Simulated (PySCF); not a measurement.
## EPR parameters of C6H11O

Compound: C6H11O (doublet state).
Geometry (GFN2-xTB, Å), atoms numbered from 1 in this order:
```
atom  x, y, z in Å
C1    -1.930    1.513    0.537
C2    -1.130    0.424    0.298
C3    -1.671   -0.714   -0.527
C4     0.156    0.360    0.815
C5     1.131   -0.739    0.595
C6     2.215   -0.315   -0.421
O7     1.684   -0.067   -1.697
H8    -2.931    1.572    0.149
H9    -1.583    2.343    1.126
H10   -1.016   -0.935   -1.367
H11   -1.757   -1.614    0.082
H12   -2.656   -0.468   -0.913
H13    0.514    1.203    1.391
H14    1.640   -0.979    1.532
H15    0.641   -1.637    0.221
H16    2.939   -1.122   -0.553
H17    2.743    0.573   -0.043
H18    1.001    0.611   -1.610
```

The hyperfine couplings belong to this conformer and change with its torsions.

As a line formula: `C=C(C)[CH]CCO` [radical].

Method: PySCF 2.14.0, UKS B3LYP, pcH-1 on C H O, non-relativistic, mean-field spin-orbit, GIAO. Isolated species at its GFN2-xTB geometry (one conformer only). A GFN2-xTB geometry isn't a minimum of the functional, and hyperfine couplings can be far from their values at a DFT geometry. Stability of the SCF solution: not tested. ⟨S²⟩ is 0.776 where a pure state has 0.75.

```json
{
  "g1, g2, g3": "2.00214, 2.00275, 2.00309",
  "g_iso": "2.00266",
  "Form of g": "rhombic: the two nearest values differ by 36 % of g3 − g1",
  "⟨S²⟩": "0.7755 (exact 0.7500)",
  "α and β electrons": "28, 27",
  "HOMO–LUMO gap, α and β orbitals": "6.02, 5.09 eV",
  "Total energy": "-310.45146 Eh"
}
```

Hyperfine couplings atom by atom, in G; T1 to T3 are the principal values of the dipolar part; ρ(0) is the spin density at the nucleus (MHz turned into gauss with g_iso; 10 G = 1 mT):

```tsv
atom	isotope	a_iso	T1	T2	T3	Mulliken spin population	ρ(0) (bohr⁻³)
C1	13C	18.7	-17.8	-17.2	35.0	0.66	0.0466
C2	13C	-16.9	-10.0	4.2	5.8	-0.26	-0.0422
C3	13C	1.9	-0.4	0.0	0.4	0.02	0.0047
C4	13C	20.7	-18.7	-18.2	37.0	0.67	0.0516
C5	13C	-7.9	-0.6	0.2	0.3	-0.05	-0.0196
C6	13C	18.7	-1.5	-1.4	2.9	0.03	0.0466
O7	17O	-0.7	-0.6	0.2	0.4	0.00	0.0030
H8	1H	-14.5	-8.7	-0.1	8.8	-0.03	-0.0091
H9	1H	-13.6	-7.3	-0.6	8.0	-0.03	-0.0085
H10	1H	-5.3	-0.7	-0.4	1.1	-0.01	-0.0033
H11	1H	-6.4	-0.8	-0.3	1.1	-0.01	-0.0040
H12	1H	-0.8	-0.7	-0.6	1.4	0.00	-0.0005
H13	1H	-14.2	-7.6	-0.7	8.3	-0.03	-0.0089
H14	1H	18.6	-1.2	-1.0	2.2	0.02	0.0117
H15	1H	2.2	-1.1	-0.9	2.1	0.00	0.0014
H16	1H	1.6	-0.9	-0.5	1.4	0.01	0.0010
H17	1H	-1.0	-1.2	-0.5	1.7	0.00	-0.0006
H18	1H	-0.1	-1.6	-0.8	2.4	0.00	-0.0001
```

The largest Mulliken spin populations are on C4 (+0.67), C1 (+0.66) and C2 (-0.26). The positive populations add up to 1.41 and the negative ones to -0.41, together 2S = 1. The angles at C4 add up to 359.9°, so it is planar; its axial dipolar tensor and the negative coupling of its proton fit spin in a p orbital normal to that plane.

Axes: g2 points within 4° of the C4–C5 bond.

Under fast tumbling the dipolar parts average out, and these isotropic splittings remain: 1 × 1H (H8, I = 1/2, 2 lines) with 1.45 mT, 1 × 1H (H13, I = 1/2, 2 lines) with 1.42 mT, 1 × 1H (H9, I = 1/2, 2 lines) with 1.36 mT, 2 × 1H (H14/H15, I = 1/2, 3 lines) with 1.04 mT, 3 × 1H (H10/H11/H12, I = 1/2, 4 lines) with 0.42 mT and 2 × 1H (H16/H17, I = 1/2, 3 lines) with 0.03 mT.

Means are taken over nuclei equivalent by connectivity, which assumes that they swap fast. The three 1H nuclei of mean -11.7 MHz run from -17.9 to -2.2 MHz in the frozen geometry. The 1H value of +29.1 MHz is a mean of couplings from 6.1 to 52.1 MHz in this one geometry, not an average over conformers. The 1H value of +0.9 MHz is a mean of couplings from -2.8 to 4.6 MHz in this one geometry, not an average over conformers.

The 13C coupling of C4 (58.0 MHz) shows only in satellite lines or after enrichment, since that isotope makes up about 1.07 % of natural carbon.
